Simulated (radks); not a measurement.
Spherical jellium clusters: N electrons in a uniform positive sphere of charge N and radius rs N^(1/3), rs = 4.52 bohr. Calculated with a radial shooting solver with Libxc functionals: non-relativistic Kohn-Sham, LDA (Slater exchange, Perdew-Wang correlation), spin-polarised, spherical densities. Levels are named by radial order and angular momentum (1s, 1p, 1d, 2s, ...), and open shells are averaged over m.

N = 10, configuration 1s2 1p6 1d(up 2, down 0). This is the lowest configuration that the search found. Occupied and some empty levels:

level    occupation  eigenvalue (eV)  <r> (bohr)
1s up             1          -4.1898       6.398
1s down           1          -4.0270       6.251
1p up             3          -3.3290       7.574
1p down           3          -3.1251       7.541
1d up             2          -2.2439       8.582
1d down           0          -2.0315       8.636
2s up             0          -1.7342       7.907
2s down           0          -1.6297       8.030
1f up             0          -1.0365       9.729
1f down           0         -0.84198       9.913
2p up             0         -0.70266       10.91
2p down           0         -0.61002       11.23

Energy (eV): total -17.6067, kinetic 14.134, external -330.01, Hartree 162.87, exchange-correlation -32.260, background 167.66.
